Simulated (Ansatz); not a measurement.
Ansatz (a program for electronic structure) input for C₅H₄F₂O, SMILES C#C[C@@H]1COC1(F)F, B3LYP-D3(BJ)/def2-SVP. 

Ansatz 0.2 input:
```yaml
crystal:
  periodic: [false, false, false]
  atoms:
    - {symbol: C, position_ang: [2.16052574, -0.79885152, 1.68531739]}
    - {symbol: C, position_ang: [1.04717027, -0.63166964, 1.28008655]}
    - {symbol: C, position_ang: [-0.26990273, -0.41969992, 0.73804121]}
    - {symbol: C, position_ang: [-0.76729271, -1.43287679, -0.31721127]}
    - {symbol: O, position_ang: [-0.85455622, -0.38736370, -1.30652622]}
    - {symbol: C, position_ang: [-0.37838787, 0.56521889, -0.44195960]}
    - {symbol: F, position_ang: [-1.23874308, 1.59173573, -0.25693399]}
    - {symbol: F, position_ang: [0.76409672, 1.14351171, -0.86153265]}
    - {symbol: H, position_ang: [3.12702678, -0.94668469, 2.06491635]}
    - {symbol: H, position_ang: [-0.99193703, -0.19303031, 1.52429498]}
    - {symbol: H, position_ang: [-1.74225271, -1.88207002, -0.12800495]}
    - {symbol: H, position_ang: [-0.03724604, -2.18925829, -0.60844226]}
basis:
  gaussian:
    orbitals: def2-SVP
hamiltonian:
  xc: b3lyp
  dispersion: d3bj
relax: {f_tol: 0.002, max_steps: 200}
```

It prints:

```
WARN ansatz: RAYON_NUM_THREADS=1 ignored (pool sized by the plan → 1); use --threads N
Functional definition: B3LYP
integrals: 0.11 GiB planned
1478 factors; integrals over basis functions are off by at most 2.5e-4 eV
mean field: 0.68 GiB planned
mean field evaluation 1: about -12711.5487 eV, gradient 5.7e1 eV
mean field evaluation 2: about -12709.7438 eV, gradient 6.8e1 eV
mean field evaluation 4: about -12718.4165 eV, gradient 3.2e0 eV
mean field evaluation 8: about -12718.4941 eV, gradient 5.4e-1 eV
mean field evaluation 16: about -12718.4948 eV, gradient 7.1e-5 eV
mean field -12718.49479968 eV, -467.3960629828 hartree, gradient 1.7e-5 eV, S^2 0.000000; 0 other end points of the search recorded, 0 dependent functions left out
the calculation of the forces begins
reference -12718.49501900 eV, -467.3960710426 hartree; 30, 30 occupied and 102, 102 virtual orbitals, 1478 factors
relax step   1: F+E_penalty+E_count = -12718.93622817 eV  Δ(F+E_penalty+E_count) = +0.000e0 eV  max|allowed force component| = 9.902e-1 eV/Å  Δτ_max = 0.0000 Å  (30 SCF iters, accepted)
these checks for a lower state are left out or cut short: starts, cluster_reference, orbital_swaps, neighbouring_geometries, increment
integrals: 0.11 GiB planned
1478 factors; integrals over basis functions are off by at most 2.6e-4 eV
mean field: 0.68 GiB planned
mean field -12718.53983547 eV, -467.3977180175 hartree, gradient 9.3e-6 eV, S^2 0.000000; 0 other end points of the search recorded, 0 dependent functions left out
the calculation of the forces begins
reference -12718.54005602 eV, -467.3977261225 hartree; 30, 30 occupied and 102, 102 virtual orbitals, 1478 factors
relax step   2: F+E_penalty+E_count = -12718.97842875 eV  Δ(F+E_penalty+E_count) = -4.220e-2 eV  max|allowed force component| = 4.176e-1 eV/Å  Δτ_max = 0.0513 Å  (33 SCF iters, accepted)
these checks for a lower state are left out or cut short: starts, cluster_reference, orbital_swaps, neighbouring_geometries, increment
integrals: 0.11 GiB planned
1478 factors; integrals over basis functions are off by at most 2.6e-4 eV
mean field: 0.68 GiB planned
mean field evaluation 32: about -12718.5457 eV, gradient 9.5e-6 eV
mean field -12718.54574455 eV, -467.3979351724 hartree, gradient 9.5e-6 eV, S^2 0.000000; 0 other end points of the search recorded, 0 dependent functions left out
the calculation of the forces begins
reference -12718.54596539 eV, -467.3979432881 hartree; 30, 30 occupied and 102, 102 virtual orbitals, 1478 factors
relax step   3: F+E_penalty+E_count = -12718.98324804 eV  Δ(F+E_penalty+E_count) = -4.819e-3 eV  max|allowed force component| = 1.573e-1 eV/Å  Δτ_max = 0.0212 Å  (33 SCF iters, accepted)
these checks for a lower state are left out or cut short: starts, cluster_reference, orbital_swaps, neighbouring_geometries, increment
integrals: 0.11 GiB planned
1478 factors; integrals over basis functions are off by at most 2.6e-4 eV
mean field: 0.68 GiB planned
mean field -12718.54763024 eV, -467.3980044701 hartree, gradient 9.5e-6 eV, S^2 0.000000; 0 other end points of the search recorded, 0 dependent functions left out
the calculation of the forces begins
reference -12718.54785110 eV, -467.3980125867 hartree; 30, 30 occupied and 102, 102 virtual orbitals, 1478 factors
relax step   4: F+E_penalty+E_count = -12718.98467306 eV  Δ(F+E_penalty+E_count) = -1.425e-3 eV  max|allowed force component| = 5.554e-2 eV/Å  Δτ_max = 0.0149 Å  (33 SCF iters, accepted)
these checks for a lower state are left out or cut short: starts, cluster_reference, orbital_swaps, neighbouring_geometries, increment
integrals: 0.11 GiB planned
1478 factors; integrals over basis functions are off by at most 2.6e-4 eV
mean field: 0.68 GiB planned
mean field -12718.54857691 eV, -467.3980392594 hartree, gradient 9.5e-6 eV, S^2 0.000000; 0 other end points of the search recorded, 0 dependent functions left out
the calculation of the forces begins
reference -12718.54879803 eV, -467.3980473858 hartree; 30, 30 occupied and 102, 102 virtual orbitals, 1478 factors
relax step   5: F+E_penalty+E_count = -12718.98548371 eV  Δ(F+E_penalty+E_count) = -8.107e-4 eV  max|allowed force component| = 7.831e-2 eV/Å  Δτ_max = 0.0227 Å  (33 SCF iters, accepted)
these checks for a lower state are left out or cut short: starts, cluster_reference, orbital_swaps, neighbouring_geometries, increment
integrals: 0.11 GiB planned
1478 factors; integrals over basis functions are off by at most 2.6e-4 eV
mean field: 0.68 GiB planned
mean field -12718.55058118 eV, -467.3981129150 hartree, gradient 9.4e-6 eV, S^2 0.000000; 0 other end points of the search recorded, 0 dependent functions left out
the calculation of the forces begins
reference -12718.55080269 eV, -467.3981210554 hartree; 30, 30 occupied and 102, 102 virtual orbitals, 1478 factors
relax step   6: F+E_penalty+E_count = -12718.98705269 eV  Δ(F+E_penalty+E_count) = -1.569e-3 eV  max|allowed force component| = 3.835e-2 eV/Å  Δτ_max = 0.0338 Å  (32 SCF iters, accepted)
these checks for a lower state are left out or cut short: starts, cluster_reference, orbital_swaps, neighbouring_geometries, increment
integrals: 0.11 GiB planned
1478 factors; integrals over basis functions are off by at most 2.6e-4 eV
mean field: 0.68 GiB planned
mean field -12718.55097426 eV, -467.3981273605 hartree, gradient 9.8e-6 eV, S^2 0.000000; 0 other end points of the search recorded, 0 dependent functions left out
the calculation of the forces begins
reference -12718.55119611 eV, -467.3981355135 hartree; 30, 30 occupied and 102, 102 virtual orbitals, 1478 factors
relax step   7: F+E_penalty+E_count = -12718.98729878 eV  Δ(F+E_penalty+E_count) = -2.461e-4 eV  max|allowed force component| = 2.406e-2 eV/Å  Δτ_max = 0.0138 Å  (34 SCF iters, accepted)
these checks for a lower state are left out or cut short: starts, cluster_reference, orbital_swaps, neighbouring_geometries, increment
integrals: 0.11 GiB planned
1478 factors; integrals over basis functions are off by at most 2.6e-4 eV
mean field: 0.68 GiB planned
mean field evaluation 64: about -12718.5511 eV, gradient 8.7e-5 eV
mean field -12718.55105828 eV, -467.3981304483 hartree, gradient 9.8e-6 eV, S^2 0.000000; 0 other end points of the search recorded, 0 dependent functions left out
the calculation of the forces begins
reference -12718.55128032 eV, -467.3981386082 hartree; 30, 30 occupied and 102, 102 virtual orbitals, 1478 factors
relax step   8: F+E_penalty+E_count = -12718.98740702 eV  Δ(F+E_penalty+E_count) = -1.082e-4 eV  max|allowed force component| = 1.558e-2 eV/Å  Δτ_max = 0.0077 Å  (33 SCF iters, accepted)
these checks for a lower state are left out or cut short: starts, cluster_reference, orbital_swaps, neighbouring_geometries, increment
integrals: 0.11 GiB planned
1478 factors; integrals over basis functions are off by at most 2.6e-4 eV
mean field: 0.68 GiB planned
mean field -12718.55112677 eV, -467.3981329652 hartree, gradient 9.8e-6 eV, S^2 0.000000; 0 other end points of the search recorded, 0 dependent functions left out
the calculation of the forces begins
reference -12718.55134893 eV, -467.3981411296 hartree; 30, 30 occupied and 102, 102 virtual orbitals, 1478 factors
relax step   9: F+E_penalty+E_count = -12718.98742151 eV  Δ(F+E_penalty+E_count) = -1.449e-5 eV  max|allowed force component| = 2.107e-2 eV/Å  Δτ_max = 0.0059 Å  (33 SCF iters, accepted)
these checks for a lower state are left out or cut short: starts, cluster_reference, orbital_swaps, neighbouring_geometries, increment
integrals: 0.11 GiB planned
1478 factors; integrals over basis functions are off by at most 2.6e-4 eV
mean field: 0.68 GiB planned
mean field -12718.55108631 eV, -467.3981314783 hartree, gradient 2.1e-5 eV, S^2 0.000000; 0 other end points of the search recorded, 0 dependent functions left out
the calculation of the forces begins
reference -12718.55130852 eV, -467.3981396444 hartree; 30, 30 occupied and 102, 102 virtual orbitals, 1478 factors
relax step  10: F+E_penalty+E_count = -12718.98748004 eV  Δ(F+E_penalty+E_count) = -5.853e-5 eV  max|allowed force component| = 4.807e-3 eV/Å  Δτ_max = 0.0032 Å  (25 SCF iters, accepted)
these checks for a lower state are left out or cut short: starts, cluster_reference, orbital_swaps, neighbouring_geometries, increment
integrals: 0.11 GiB planned
1478 factors; integrals over basis functions are off by at most 2.6e-4 eV
mean field: 0.68 GiB planned
mean field -12718.55109580 eV, -467.3981318271 hartree, gradient 2.5e-5 eV, S^2 0.000000; 0 other end points of the search recorded, 0 dependent functions left out
the calculation of the forces begins
reference -12718.55131800 eV, -467.3981399929 hartree; 30, 30 occupied and 102, 102 virtual orbitals, 1478 factors
relax step  11: F+E_penalty+E_count = -12718.98748273 eV  Δ(F+E_penalty+E_count) = -2.691e-6 eV  max|allowed force component| = 2.053e-3 eV/Å  Δτ_max = 0.0007 Å  (20 SCF iters, accepted)
these checks for a lower state are left out or cut short: starts, cluster_reference, orbital_swaps, neighbouring_geometries, increment
integrals: 0.11 GiB planned
1478 factors; integrals over basis functions are off by at most 2.6e-4 eV
mean field: 0.68 GiB planned
mean field -12718.55109353 eV, -467.3981317435 hartree, gradient 1.8e-5 eV, S^2 0.000000; 0 other end points of the search recorded, 0 dependent functions left out
the calculation of the forces begins
reference -12718.55131574 eV, -467.3981399096 hartree; 30, 30 occupied and 102, 102 virtual orbitals, 1478 factors
relax step  12: F+E_penalty+E_count = -12718.98748354 eV  Δ(F+E_penalty+E_count) = -8.047e-7 eV  max|allowed force component| = 9.632e-4 eV/Å  Δτ_max = 0.0004 Å  (21 SCF iters, accepted)
integrals: 0.11 GiB planned
1478 factors; integrals over basis functions are off by at most 2.6e-4 eV
mean field: 0.68 GiB planned
mean field evaluation 96: about -12718.4949 eV, gradient 5.5e-1 eV
mean field -12718.55109353 eV, -467.3981317435 hartree, gradient 1.8e-5 eV, S^2 0.000000; 1 other end points of the search recorded, 0 dependent functions left out
the calculation of the forces begins
reference -12718.55131574 eV, -467.3981399096 hartree; 30, 30 occupied and 102, 102 virtual orbitals, 1478 factors
Total energy: -12718.98770575 eV, -467.4141769468 hartree
Atom 0 at     2.177228    -0.808915     1.754105 Å, force     0.000610     0.000705    -0.000963 eV/Å
Atom 1 at     1.078587    -0.623350     1.281569 Å, force     0.000232    -0.000298     0.000686 eV/Å
Atom 2 at    -0.238591    -0.419758     0.714350 Å, force    -0.000398    -0.000165    -0.000278 eV/Å
Atom 3 at    -0.772359    -1.427742    -0.337395 Å, force    -0.000345     0.000003     0.000404 eV/Å
Atom 4 at    -0.969773    -0.355496    -1.290724 Å, force     0.000027     0.000132     0.000032 eV/Å
Atom 5 at    -0.399821     0.583224    -0.455197 Å, force    -0.000426    -0.000056    -0.000161 eV/Å
Atom 6 at    -1.220416     1.622571    -0.223061 Å, force     0.000270    -0.000543    -0.000040 eV/Å
Atom 7 at     0.736788     1.092795    -0.957463 Å, force     0.000145     0.000047     0.000040 eV/Å
Atom 8 at     3.154927    -0.964883     2.170010 Å, force    -0.000240    -0.000318     0.000648 eV/Å
Atom 9 at    -0.981649    -0.195378     1.494534 Å, force     0.000198     0.000089    -0.000019 eV/Å
Atom 10 at    -1.718718    -1.928770    -0.087146 Å, force     0.000083     0.000006    -0.000270 eV/Å
Atom 11 at    -0.027703    -2.155337    -0.691536 Å, force    -0.000156     0.000399    -0.000079 eV/Å
Dipole moment:     0.022360    -0.471045     0.393706 e Å
```

The run converged.
